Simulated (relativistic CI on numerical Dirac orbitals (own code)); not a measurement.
A reference radial Dirac CI calculation of Mo15+ gave the lowest total energy -3955.81766 Ha in 22 SCF steps, from this input:

```
atom Mo  Z=42  charge=15  electrons=27
nucleus A=98  rms_radius_fm=4.4091
hamiltonian dirac-coulomb  breit=on  qed=on  c_scale=1
orbitals kli  potential=per-configuration
slater_scale 1
correlation none
mixing on
grid step=0.0125 r_max=6.5
scf mixing=0.4 start=green max_iterations=150 tolerance=2e-08 node_fill=0.05
configurations
  [Ar] 3d9
  [Ne] 3s2 3p5 3d10
end
```

One setting was then changed (and the iteration limit cut to 98), and the output read:

```
SCF 1: [Ar] 3d9
 iter      energy (Ha)   residual   last orbital (Ha)
    1     -2428.298443   3.35e+00    -42.28375
    2     -2453.948637   1.72e+00    -32.66149
    3     -2462.249966   1.69e-01    -23.84309
    4     -2462.402726   1.50e-01    -24.71765
    5     -2462.457070   9.42e-03    -24.00993
    6     -2462.458124   2.70e-03    -24.03980
    7     -2462.458565   3.11e-04    -24.05265
    8     -2462.458528   3.11e-05    -24.05145
    9     -2462.458525   4.66e-06    -24.05133
   10     -2462.458524   1.74e-07    -24.05132
   11     -2462.458524   4.91e-10    -24.05131
SCF 2: [Ne] 3s2 3p5 3d10
 iter      energy (Ha)   residual   last orbital (Ha)
    1     -2425.198298   3.42e+00    -42.28375
    2     -2452.421497   1.75e+00    -32.47411
    3     -2461.141671   1.81e-01    -23.56051
    4     -2461.310852   1.64e-01    -24.48980
    5     -2461.381951   1.01e-02    -23.72712
    6     -2461.383154   2.49e-03    -23.76069
    7     -2461.383578   3.56e-04    -23.77257
    8     -2461.383536   3.34e-05    -23.77121
    9     -2461.383532   6.29e-06    -23.77109
   10     -2461.383532   2.66e-07    -23.77106
   11     -2461.383531   7.07e-10    -23.77106
orbital energies (Ha): 2s -52.3852  2p1/2 -90.1460  2p3/2 -89.5885  3s -18.6092  3p1/2 -24.8132  3p3/2 -24.7306  3d3/2 -24.1919  3d5/2 -24.0513
configuration averages (Ha): Dirac-Coulomb, Breit, QED
  3p6 3d9                      -2462.458524    0.615246    0.065272
  3p5 3d10                     -2461.383531    0.618368    0.064674
levels: no., configuration, term, J, E (cm-1), weight
   1 3p6 3d9                2D   5/2              0.0  1.00
   2 3p6 3d9                2D   3/2          28635.6  1.00
   3 3p5 3d10               2P*  3/2         242333.3  1.00
   4 3p5 3d10               2P*  1/2         259154.5  1.00
lowest total energy -2461.830196 Ha
end: converged
```

Q: Which setting was changed?
A. SCF mixing
B. charge
C. nuclear radius
D. start potential

A: C. The nuclear radius 4409.1 fm. This setting is bad on purpose; its numbers may not be properties of the ion.
